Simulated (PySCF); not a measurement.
FeF3, SMILES [F][Fe]([F])[F] (connectivity only; charge and spin as stated), neutral, multiplicity 6. Atoms are numbered in the order given.

```xyz
4

Fe     0.0000     0.0000     0.0000
F      1.7481     0.0000     0.0000
F     -0.8741    -1.5139     0.0000
F     -0.8741     1.5139     0.0000
```
Charge 0, spin multiplicity 6.

Coordinates come from a PBE0-D3(BJ)/def2-SVP optimisation. The spin state was assumed, not searched. The isomer is the one that the SMILES or the coordinates give; other isomers of the formula were not compared.

The numbers are results of PBE0-D3(BJ)/def2-SVP (PySCF 2.14.0), not measurements.

Frequencies are harmonic and unscaled.

Modes within 1.5 cm⁻¹ of each other (mostly degenerate sets) share a row, with their intensities summed.

Computed normal modes with their intensities:
```tsv
mode	ν (cm⁻¹)	IR (km/mol)	moving atoms (share of kinetic energy)
1	127	75.1	Fe 51 %, F 49 %
2–3	162	28.7	F 84 %, Fe 16 %
4	650	0.0	F 100 %
5–6	741	274.8	F 66 %, Fe 34 %
```
